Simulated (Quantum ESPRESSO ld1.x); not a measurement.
ld1.x (Quantum ESPRESSO 7.5) input

```
 &input
    zed=52.0,
    iswitch=1,
    rel=1,
    lsd=1,
    dft='SLA-VWN',
    config='[Kr] 4d9 5s2 5p5 6s0 4f0 5d0 6p0',
    verbosity='high',
    prefix='ld1',
    max_out_wfc=37,
    file_charge='ld1.rho',
 /
```

It prints (banner and zero overlaps left out):

```
     Program LD1 v.7.5 starts

     --------------------------- All-electron run ----------------------------

     scalar relativistic calculation

     atomic number is 52.00
     dft =SLA-VWN   lsd =1 sic =0 latt =0  beta=0.20 tr2=1.0E-14
     Exchange-correlation= SLA-VWN
                           (   1   2   0   0   0   0   0)
     mesh =2071 r(mesh) = 100.35925 a.u. xmin = -8.00 dx = 0.00800
     1 Ry =  13.60569312 eV, c = 137.03599908

     n l     nl                  e(Ry)          e(Ha)          e(eV)
     1 0     1S 1( 1.00)   -2322.715084019   -1161.357542009 -31602.1486453
     2 0     2S 1( 1.00)    -356.851180220    -178.425590110  -4855.2076487
     2 1     2P 1( 3.00)    -320.592471853    -160.296235926  -4361.8827896
     3 0     3S 1( 1.00)     -71.491887527     -35.745943763   -972.6966825
     3 1     3P 1( 3.00)     -59.706850214     -29.853425107   -812.3530814
     4 0     4S 1( 1.00)     -12.629312214      -6.314656107   -171.8305463
     4 1     4P 1( 3.00)      -8.945780201      -4.472890101   -121.7135402
     3 2     3D 1( 5.00)     -41.844105399     -20.922052700   -569.3180571
     4 2     4D 1( 5.00)      -3.556813806      -1.778406903    -48.3929171
     5 0     5S 1( 1.00)      -1.288642504      -0.644321252    -17.5328745
     5 1     5P 1( 3.00)      -0.547702883      -0.273851442     -7.4518774
     6 0     6S 1( 0.00)      -0.039448847      -0.019724424     -0.5367289
     4 3     4F 1( 0.00)       0.001191424       0.000595712      0.0162102
     5 2     5D 1( 0.00)       0.000595712       0.000297856      0.0081051
     6 1     6P 1( 0.00)       0.000000000       0.000000000      0.0000000
     1 0     1S 2( 1.00)   -2322.711687000   -1161.355843500 -31602.1024265
     2 0     2S 2( 1.00)    -356.826386571    -178.413193285  -4854.8703139
     2 1     2P 2( 3.00)    -320.571606790    -160.285803395  -4361.5989059
     3 0     3S 2( 1.00)     -71.473603950     -35.736801975   -972.4479217
     3 1     3P 2( 3.00)     -59.687165947     -29.843582973   -812.0852633
     4 0     4S 2( 1.00)     -12.553362671      -6.276681335   -170.7972002
     4 1     4P 2( 3.00)      -8.869863719      -4.434931859   -120.6806438
     3 2     3D 2( 5.00)     -41.819283853     -20.909641927   -568.9803427
     4 2     4D 2( 4.00)      -3.482441825      -1.741220913    -47.3810348
     5 0     5S 2( 1.00)      -1.232883954      -0.616441977    -16.7742407
     5 1     5P 2( 2.00)      -0.501065543      -0.250532772     -6.8173440
     6 0     6S 2( 0.00)      -0.033924801      -0.016962400     -0.4615704
     4 3     4F 2( 0.00)       0.001191424       0.000595712      0.0162102
     5 2     5D 2( 0.00)       0.000595712       0.000297856      0.0081051
     6 1     6P 2( 0.00)       0.000000000       0.000000000      0.0000000

     final scf error:  4.4E-15 reached in  39 iterations

     Etot =  -13574.964731 Ry,   -6787.482365 Ha, -184696.804285 eV
     Total magnetization:    2.00 Bohr mag.

     Ekin =   14220.069399 Ry,    7110.034700 Ha,  193473.900432 eV
     Encl =  -32824.098760 Ry,  -16412.049380 Ha, -446594.614770 eV
     Eh   =    5367.956624 Ry,    2683.978312 Ha,   73034.770519 eV
     Exc  =    -338.891994 Ry,    -169.445997 Ha,   -4610.860466 eV

     normalization and overlap integrals

     s(1S/1S) =  1.000000  <r> =   0.0278  <r2> =    0.0010  r(max) =   0.0179
     s(1S/2S) = -0.014393
     s(1S/3S) = -0.006059
     s(1S/4S) = -0.002776
     s(1S/5S) = -0.001031
     s(1S/6S) = -0.000266
     s(2S/2S) =  1.000000  <r> =   0.1200  <r2> =    0.0170  r(max) =   0.1015
     s(2S/3S) = -0.003730
     s(2S/4S) = -0.001643
     s(2S/5S) = -0.000607
     s(2S/6S) = -0.000157
     s(2P/2P) =  1.000000  <r> =   0.1048  <r2> =    0.0134  r(max) =   0.0812
     s(2P/3P) = -0.003045
     s(2P/4P) = -0.001257
     s(2P/5P) = -0.000388
     s(3S/3S) =  1.000000  <r> =   0.3226  <r2> =    0.1190  r(max) =   0.2919
     s(3S/4S) = -0.001109
     s(3S/5S) = -0.000399
     s(3S/6S) = -0.000103
     s(3P/3P) =  1.000000  <r> =   0.3206  <r2> =    0.1192  r(max) =   0.2873
     s(3P/4P) = -0.000940
     s(3P/5P) = -0.000283
     s(4S/4S) =  1.000000  <r> =   0.7611  <r2> =    0.6546  r(max) =   0.6982
     s(4S/5S) = -0.000254
     s(4S/6S) = -0.000065
     s(4P/4P) =  1.000000  <r> =   0.8152  <r2> =    0.7575  r(max) =   0.7325
     s(4P/5P) = -0.000180
     s(3D/3D) =  1.000000  <r> =   0.2969  <r2> =    0.1044  r(max) =   0.2371
     s(3D/4D) = -0.000636
     s(4D/4D) =  1.000000  <r> =   0.9517  <r2> =    1.0609  r(max) =   0.8063
     s(5S/5S) =  1.000000  <r> =   1.9940  <r2> =    4.5084  r(max) =   1.7380
     s(5S/6S) = -0.000031
     s(5P/5P) =  1.000000  <r> =   2.4937  <r2> =    7.1796  r(max) =   2.0560
     s(6S/6S) =  1.000000  <r> =   7.0310  <r2> =   58.5203  r(max) =   5.5000
     s(4F/4F) =  0.000000  <r> =   0.0000  <r2> =    0.0000  r(max) = 100.3593
     s(5D/5D) =  0.000000  <r> =   0.0000  <r2> =    0.0000  r(max) = 100.3593
     s(6P/6P) =  0.000000  <r> =   0.0000  <r2> =    0.0000  r(max) = 100.3593
     s(1S/1S) =  1.000000  <r> =   0.0278  <r2> =    0.0010  r(max) =   0.0179
     s(1S/2S) = -0.014393
     s(1S/3S) = -0.006059
     s(1S/4S) = -0.002776
     s(1S/5S) = -0.001026
     s(1S/6S) = -0.000252
     s(2S/2S) =  1.000000  <r> =   0.1200  <r2> =    0.0170  r(max) =   0.1015
     s(2S/3S) = -0.003730
     s(2S/4S) = -0.001644
     s(2S/5S) = -0.000604
     s(2S/6S) = -0.000148
     s(2P/2P) =  1.000000  <r> =   0.1048  <r2> =    0.0134  r(max) =   0.0812
     s(2P/3P) = -0.003045
     s(2P/4P) = -0.001257
     s(2P/5P) = -0.000382
     s(3S/3S) =  1.000000  <r> =   0.3226  <r2> =    0.1189  r(max) =   0.2919
     s(3S/4S) = -0.001109
     s(3S/5S) = -0.000397
     s(3S/6S) = -0.000097
     s(3P/3P) =  1.000000  <r> =   0.3205  <r2> =    0.1192  r(max) =   0.2873
     s(3P/4P) = -0.000940
     s(3P/5P) = -0.000279
     s(4S/4S) =  1.000000  <r> =   0.7610  <r2> =    0.6546  r(max) =   0.6982
     s(4S/5S) = -0.000253
     s(4S/6S) = -0.000061
     s(4P/4P) =  1.000000  <r> =   0.8152  <r2> =    0.7577  r(max) =   0.7325
     s(4P/5P) = -0.000177
     s(3D/3D) =  1.000000  <r> =   0.2969  <r2> =    0.1044  r(max) =   0.2371
     s(3D/4D) = -0.000636
     s(4D/4D) =  1.000000  <r> =   0.9524  <r2> =    1.0628  r(max) =   0.8063
     s(5S/5S) =  1.000000  <r> =   2.0042  <r2> =    4.5603  r(max) =   1.7380
     s(5S/6S) = -0.000029
     s(5P/5P) =  1.000000  <r> =   2.5320  <r2> =    7.4284  r(max) =   2.0725
     s(6S/6S) =  1.000000  <r> =   7.3344  <r2> =   64.0339  r(max) =   5.6336
     s(4F/4F) =  0.000000  <r> =   0.0000  <r2> =    0.0000  r(max) = 100.3593
     s(5D/5D) =  0.000000  <r> =   0.0000  <r2> =    0.0000  r(max) = 100.3593
     s(6P/6P) =  0.000000  <r> =   0.0000  <r2> =    0.0000  r(max) = 100.3593

     ------------------------ End of All-electron run ------------------------
```

Run on one thread of a shared host, so times are rough (Intel(R) Xeon(R) Processor @ 2.60GHz): 1.8 s of CPU time, 3.5 s wall, 39 iterations on 2071 mesh points.
